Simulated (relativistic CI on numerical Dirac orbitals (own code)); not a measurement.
# Slater and spin-orbit integrals, Pb¹⁸⁺

Method of calculation: Dirac-Coulomb-Breit CI, KLI orbitals optimised for each configuration, a model potential for QED, unscaled Slater integrals (own radial code, finite nucleus).

Slater integrals F^k, G^k are unscaled and averaged over j, outside the closed core [Kr] 4d10; ζ comes from projecting the Hamiltonian with its Breit term on Σ l·s of the shell.

- 4f14.5s2.5p2: F^2(5p,5p) = 124070, ζ(5p) = 159640 cm⁻¹; <r>(5p) = 0.8581, <r^2>(5p) = 0.8219 (bohr units).
- 4f14.5s.5p3: F^2(5p,5p) = 124110, G^1(5s,5p) = 160570, ζ(5p) = 158990 cm⁻¹; <r>(5s) = 0.7893, <r^2>(5s) = 0.6936, <r>(5p) = 0.8576, <r^2>(5p) = 0.8211 (bohr units).
- 4f14.5s2.5p.5d: ζ(5p) = 160340, F^2(5p,5d) = 114180, G^1(5p,5d) = 141590, G^3(5p,5d) = 90361, ζ(5d) = 16583 cm⁻¹; <r>(5p) = 0.8578, <r^2>(5p) = 0.8214, <r>(5d) = 0.961, <r^2>(5d) = 1.035 (bohr units).

In this model ζ of a weakly bound d, f or g electron outside closed shells comes out too small, for d by up to a factor of two or three and at times with the wrong sign; that of an outer p electron is too small as well.

Averages of the first 10 configurations, taken without configuration mixing, which lowers the lowest level and can move excited configurations by several eV; other configurations of the list can lie among them:

```json
{"Configuration": "4f14.5s2.5p2", "Parity": "even", "States": "15", "Average energy above the lowest level (eV)": "40.1"}
{"Configuration": "4f14.5s.5p3", "Parity": "odd", "States": "40", "Average energy above the lowest level (eV)": "107.2"}
{"Configuration": "4f14.5s2.5p.5d", "Parity": "odd", "States": "60", "Average energy above the lowest level (eV)": "128.4"}
{"Configuration": "4f13.5s2.5p3", "Parity": "even", "States": "280", "Average energy above the lowest level (eV)": "129.4"}
{"Configuration": "4f14.5s.5p2.5d", "Parity": "even", "States": "300", "Average energy above the lowest level (eV)": "193.3"}
{"Configuration": "4f14.5s2.5p.5f", "Parity": "even", "States": "84", "Average energy above the lowest level (eV)": "216.7"}
{"Configuration": "4f14.5s.5p2.5f", "Parity": "odd", "States": "420", "Average energy above the lowest level (eV)": "282.1"}
{"Configuration": "4f14.5s2.5p.5g", "Parity": "odd", "States": "108", "Average energy above the lowest level (eV)": "284.0"}
{"Configuration": "4f14.5s2.5p.6s", "Parity": "odd", "States": "12", "Average energy above the lowest level (eV)": "202.9"}
{"Configuration": "4f14.5p3.5d", "Parity": "odd", "States": "200", "Average energy above the lowest level (eV)": "263.8"}
```
